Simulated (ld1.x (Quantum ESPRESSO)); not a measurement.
**u(r) = r·R(r): atom against pseudo-atom (Ni)**

Columns: radius, all-electron u(r) and pseudo u(r) of the 3d shell (level -13.13 eV) of nickel in the configuration [Ar] 3d8 4s1.5 4p0; BLYP, scalar-relativistic, TM semilocal scheme, ld1.x (Quantum ESPRESSO) 7.5.

```csv
r (bohr),all-electron,pseudo
0.128,0.1595,0.0541
0.255,0.5188,0.3340
0.382,0.8020,0.7404
0.510,0.9478,1.0040
0.638,0.9830,1.0427
0.765,0.9522,0.9731
0.893,0.8888,0.8906
1.020,0.8134,0.8134
1.148,0.7352,0.7352
1.275,0.6608,0.6608
1.402,0.5916,0.5916
1.530,0.5280,0.5280
1.658,0.4707,0.4707
1.785,0.4197,0.4197
1.912,0.3741,0.3741
2.040,0.3331,0.3331
2.168,0.2966,0.2966
2.295,0.2643,0.2643
2.422,0.2355,0.2355
2.550,0.2097,0.2097
2.678,0.1867,0.1867
2.805,0.1663,0.1663
2.932,0.1482,0.1482
3.060,0.1319,0.1319
3.188,0.1175,0.1175
3.315,0.1047,0.1047
```

(1) How many radial nodes do the two functions have?

(2) At about which radius was the pseudo-wave matched?

(3) Is the pseudo-wave norm-conserving?

Results:

(1) The all-electron 3d function has n − l − 1 = 0; the pseudo-wave has 0.

(2) 1.05 bohr, where the columns begin to agree (steps of 0.13 bohr).

(3) Yes: the TM semilocal scheme keeps the norm inside the radius equal to the all-electron one, which fixes the energy derivative of the logarithmic derivative at the level.
